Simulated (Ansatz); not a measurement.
FH₃S₃Zr, SMILES `[F][Zr]([SH])([SH])[SH]`. Charge 0, multiplicity 1. Zr: def2 effective core potential.

```xyz
8

F    -1.936   -0.379    0.091
Zr   -0.080   -0.016    0.004
S     0.908   -0.861   -2.043
S     1.123   -1.033    1.847
S     0.375    2.365    0.084
H    -0.173   -0.459   -2.745
H     0.367   -2.147    1.742
H    -0.585    2.530    1.019
```

Q: What are the harmonic wavenumbers in cm⁻¹ at PBE0-D4/def2-TZVP (Ansatz, finite differences of forces, unscaled)? (An estimate is asked.)

A: The calculation gave: 78, 78, 93, 129, 129, 178, 179, 241, 351, 390, 390, 508, 510, 510, 674, 2670, 2670, 2671.

Q: Is this a minimum?

A: Yes, all 18 modes are real.

Q: Give the ideal-gas thermochemistry at 298.15 K and 1 bar (rigid rotor, harmonic oscillator; point group C3, symmetry number 3).

A: Zero-point energy 74.5 kJ/mol; H(298) − E = 103.1 kJ/mol; entropy 412.9 J/(mol·K), of which translation 175.5, rotation 114.9, vibration 122.5; G(298) − E = -20.0 kJ/mol. Modes under 100 cm⁻¹ are hindered rotations or soft bends, so the harmonic entropy is rough.

Q: And at 400, 500, 600, 800 and 1000 K?

A: 
```csv
T (K),H − E (kJ/mol),S (J/mol/K),G − E (kJ/mol)
400,117.4,454.0,-64.3
500,132.0,486.8,-111.3
600,147.1,514.3,-161.4
800,178.3,559.1,-269.0
1000,210.6,595.1,-384.5
```

Q: Rotational constants (cm⁻¹)?

A: 0.0433, 0.04328, 0.03297.
